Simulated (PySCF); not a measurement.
# One molecule, several mistakes: Al2GeH3N

Calculated results; nothing here was measured. They come from PySCF 2.14.0, an open-source quantum chemistry program, on an isolated molecule that a program drew, which may never have been made. The molecule is Al2GeH3N (charge 0, singlet), drawn as the SMILES string `[AlH2][N]=[Al][GeH]`.

Each row is a Hartree-Fock (HF) and frozen-core CCSD(T) single point in the cc-pV(D+d)Z basis, meant for a local HF minimum. Run 1 is clean. Each other run has one planted mistake out of seven kinds, and not every kind appears here: one electron removed, one electron added, multiplicity raised by two, geometry at a saddle point, minimal basis STO-3G, one bond length entered in bohr, all coordinates scaled. The reference is restricted for singlets and unrestricted otherwise, and also for a bond in bohr. Adding or removing an electron swaps singlet and doublet. Electrons count all cores. HOMO and LUMO are orbital energies over both spins, the gradient is its largest component, and the lowest frequency (negative if imaginary) is given only where the gradient is small. Bond lengths are over the 6 bonds as drawn. T1 is the CCSD diagnostic: over 0.02 (restricted) or 0.045 (unrestricted) a single reference is doubtful. Germanium has the cc-pVDZ-PP basis, with a core potential (ECP10MDF) in place of its 10 inner electrons, and its 3s, 3p and 3d shells are frozen in CCSD(T).

Geometry of the clean run:
```xyz
7
Al2GeH3N, angstrom
Al   -2.1401    0.1918   -0.4387
N    -1.0350    0.9065    0.7124
Al    0.0219    1.5865    1.7667
Ge    1.6076    2.6266    3.5328
H    -2.0363   -1.3405   -0.8579
H    -3.3029    1.0394   -1.1197
H     2.6076    3.0313    2.3762
```

```
run,electrons,basis functions,<S^2>,HOMO (eV),LUMO (eV),gradient (hartree/bohr),lowest frequency (cm^-1),mean bond (Å),longest bond (Å),T1,HF (hartree),CCSD(T) (hartree),mistake
1,68,98,0.000,-8.79,-1.25,5.9e-06,53,1.7910,2.591,0.0300,-833.38231,-833.80544,no fault
2,69,98,0.761,-2.80,5.25,2.7e-02,-,1.7910,2.591,0.0220,-833.45544,-833.88604,one electron added
3,68,98,2.025,-8.80,-1.69,3.7e-02,-,1.7910,2.591,0.0285,-833.35990,-833.76552,multiplicity raised by two
4,68,98,0.987,-8.79,-1.41,4.6e-03,-,2.0255,2.989,0.0540,-833.30822,-833.71250,one bond length entered in bohr
5,68,98,0.000,-8.90,-1.25,1.3e-02,-,1.7605,2.547,0.0290,-833.38026,-833.80054,all coordinates scaled
6,67,98,0.983,-14.26,-5.64,4.5e-02,-,1.7910,2.591,0.0572,-833.15088,-833.51514,?
```

**Which mistake was planted in run 6, and what did it cost?**

It counts 67 electrons, one fewer than the clean run, at the same geometry and basis. So the mistake is: one electron removed. Subtracting run 1 and multiplying by 627.51 kcal/mol a hartree, the energy moved by 145.2 kcal/mol in HF and 182.2 kcal/mol in CCSD(T).

Cautions from the logs. Run 1: T1 is over the limit, so its CCSD(T) energy is less reliable; run 4: T1 is over the limit, so its CCSD(T) energy is less reliable; run 5: T1 is over the limit, so its CCSD(T) energy is less reliable; run 6: T1 is over the limit, so its CCSD(T) energy is less reliable.
